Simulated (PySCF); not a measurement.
## Trend along the halogens: MGe molecules

PBE0 with triple-zeta basis sets in PySCF, for the lowest determinant that a PBE0 search found; no spin–orbit coupling. De refers to high-spin ground-configuration atoms. A positive dipole means M(−)Ge(+).

| M | basis | state (unpaired electrons) | Re (Å) | ωe (cm⁻¹) | De (eV) | μ (D) |
| --- | --- | --- | --- | --- | --- | --- |
| F | def2-TZVPP | doublet (π ↑) | 1.756 | 669 | 5.23 | 1.81 |
| Cl | def2-TZVPP | doublet (π ↑) | 2.173 | 408 | 4.14 | 1.64 |
| I | def2-TZVPP | doublet (π ↑) | 2.526 | 244 | 3.19 | 1.25 |

(1) The row for M = Br is missing. Estimate Re, ωe and De as the mean of the rows for Cl and I, and compare with the calculation.

These are scalar-relativistic numbers at best; spin–orbit coupling would shift them, the dissociation energy most. States were picked by a PBE0 search and need not be the measured ground states.

Answers

(1) The means are 2.349 Å, 326 cm⁻¹ and 3.67 eV. PBE0 in def2-TZVPP gives GeBr as a doublet (π ↑) with Re = 2.327 Å, ωe = 296 cm⁻¹, De = 3.71 eV, so the estimate is off by +2.3 pm, +10 % and -0.04 eV.
